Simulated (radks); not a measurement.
The numbers below are computed, except where a source is named.
Polarisability of the krypton ion Kr8+, [Ar] 3d10, at imaginary frequency. Code: a radial shooting solver on a logarithmic mesh with Libxc functionals. Model: scalar-relativistic Kohn-Sham, LDA (Slater exchange, VWN5 correlation), spin-polarised, spherical densities, finite nucleus; Fermi nuclear charge, rms radius 4.1884 fm. Response by self-consistent Sternheimer equations with the Hartree and adiabatic LDA kernel, the relativistic mass of each level held fixed and spin-orbit coupling left out.

w (hartree)  alpha1(iw) (bohr^3)  alpha2(iw) (bohr^5)
0.00266                   0.2132               0.1449
0.0143                    0.2132               0.1449
0.0360                    0.2132               0.1449
0.0697                    0.2131               0.1448
0.118                     0.2131               0.1448
0.186                     0.2130               0.1447
0.280                     0.2127               0.1444
0.413                     0.2122               0.1438
0.605                     0.2111               0.1427
0.892                     0.2087               0.1403
1.35                      0.2034               0.1353
2.12                      0.1913               0.1247
3.59                      0.1639               0.1044
6.94                      0.1100              0.07018
17.5                     0.03904              0.02564

Static values: alpha1 = 0.2132 bohr^3 (0.03159 angstrom^3; uncoupled 0.2471), alpha2 = 0.1449 bohr^5, alpha3 = 0.1461 bohr^7. C6 = 0.2497, C8 = 0.8131, triple-dipole C9 = 0.03779 atomic units. One-pole (London) frequency 4 C6 / (3 alpha1^2) = 7.328 hartree, against 7.921 for minus the highest occupied eigenvalue.
